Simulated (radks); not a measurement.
Values are calculated unless marked as measured or tabulated.
Species: Se II. Configuration: [Ar] 3d10 4s(up 1, down 1) 4p3. Code: a radial shooting solver on a logarithmic mesh with Libxc functionals. Model: scalar-relativistic Kohn-Sham, PBE, spin-polarised, spherical densities, point nucleus; open shells are filled with parallel spins first.

Normalised radial functions P(r) = r R(r), r in bohr:

r,3d down
0.003308,0.0000
0.00379,0.0000
0.004342,0.0001
0.004974,0.0001
0.005699,0.0001
0.006529,0.0002
0.007421,0.0002
0.008502,0.0004
0.00974,0.0005
0.01116,0.0008
0.01278,0.0012
0.01465,0.0017
0.01678,0.0025
0.01923,0.0036
0.02185,0.0051
0.02503,0.0074
0.02868,0.0107
0.03286,0.0153
0.03765,0.0218
0.04313,0.0309
0.04941,0.0435
0.05661,0.0606
0.06434,0.0821
0.07372,0.1122
0.08446,0.1516
0.09676,0.2023
0.1109,0.2659
0.127,0.3439
0.1455,0.4369
0.1667,0.5444
0.1895,0.6566
0.2171,0.7834
0.2487,0.9114
0.2849,1.0320
0.3264,1.1354
0.374,1.2111
0.4285,1.2498
0.4909,1.2455
0.5579,1.2012
0.6392,1.1147
0.7323,0.9952
0.839,0.8531
0.9613,0.7003
1.101,0.5488
1.262,0.4089
1.446,0.2882
1.643,0.1960
1.882,0.1217
2.157,0.0699
2.471,0.0368
2.831,0.0175
3.243,0.0075
3.715,0.0028
4.257,0.0009
4.838,0.0003
5.543,0.0001
6.35,0.0000
7.275,0.0000

3d down: eigenvalue -63.121 eV, 0 radial nodes, <r> = 0.628 bohr, 90 % of the charge inside 1.04 bohr.
